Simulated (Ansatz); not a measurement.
The molecule K2, multiplicity 3 (not the ground state: that is measured with 2S+1 = 1). No spin–orbit coupling. K is treated without relativity.

Seven points along R, fitted to fifth degree in 1/R; most abundant isotopes. In def2 and cc sets the state is the lowest found near the PBE0 minimum, followed along R.

Correlated levels freeze the inner cores; with def2 sets outer-core shells near the valence are correlated too.

The values were computed with Ansatz (a program for electronic structure). Values without a source in brackets are computed.

```csv
level,r_e (Å),ω_e (cm⁻¹),ω_e x_e (cm⁻¹)
PBE/def2-TZVPP,5.335,32,0.46
PBE0/def2-TZVPP,5.454,29,0.50
CCSD/def2-TZVPP,5.780,?,0.45
CCSD(T)/def2-TZVPP,?,?,0.44
```

Task: Complete the blanks.

Result: 
- CCSD(T)/def2-TZVPP, r_e (Å): 5.733
- CCSD(T)/def2-TZVPP, ω_e (cm⁻¹): 24
- CCSD/def2-TZVPP, ω_e (cm⁻¹): 23
